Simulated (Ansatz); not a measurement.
Calculated with Ansatz (gas phase, PBE0-D4/def2-TZVP geometries, no zero-point term in ΔE). CCSD(T)/CBS is the MP2 limit (def2-TZVPP, def2-QZVPP) plus CCSD(T) − MP2 in def2-TZVPP, frozen cores. This one scheme is used for every species, atoms too. DFT in def2-TZVPP. B3LYP here is the variant with VWN-RPA as its local correlation; programs differ in this. Open shells (•) are unrestricted, without spin–orbit coupling. Spin–orbit coupling would lower the free atoms: a little for F.

`N#C[Si](F)(F)Cl` → F• + `N#C[Si](F)Cl`•  (homolysis of the F–Si bond)

`N#C[Si](F)(F)Cl`:

```xyz
6

N    -1.515    1.875   -0.466
C    -0.830    0.984   -0.222
Si    0.278   -0.421    0.145
F    -0.509   -1.749   -0.127
F     0.658   -0.361    1.664
Cl    1.917   -0.328   -0.995
```

`N#C[Si](F)Cl`•:

```xyz
5

N    -1.334   -1.359   -1.271
C    -0.600   -0.755   -0.618
Si    0.627    0.016    0.516
F     1.654    0.816   -0.387
Cl   -0.347    1.282    1.760
```

(1) What is ΔE at CCSD(T)/CBS? (Estimate.)

(2) What do these levels give: BLYP-D4, r2SCANh-D4, ωB97X-V, ωB97M-V, B2PLYP, BLYP, B3LYP, r2SCAN0, BHLYP, CAM-B3LYP, HF/def2-SVP, HF/def2-TZVPP? (An estimate is asked.)

Largest T1 diagnostic among the species: 0.017.

## Answers

(1) Computed: +7.08 eV.

(2) The calculation gave: BLYP-D4 6.75, r2SCANh-D4 6.72, ωB97X-V 6.94, ωB97M-V 7.00, B2PLYP 6.85, BLYP 6.67, B3LYP 6.70, r2SCAN0 6.63, BHLYP 6.55, CAM-B3LYP 6.89, HF/def2-SVP 5.08, HF/def2-TZVPP 5.32 eV.

In def2-TZVPP, CCSD(T) changes the Hartree–Fock value by +1.57 eV (the triples alone add +0.09 eV) and MP2 by +1.93 eV; breaking electron pairs costs correlation energy, which Hartree–Fock lacks. Leaving LDA and LC-ωPBE aside and taking each functional with its dispersion term where it has one, the values, not all of them listed here, spread over 0.42 eV, from revPBE-D4 to ωB97M-V. LDA lies +0.98 eV from PBE without D4, its usual overbinding.
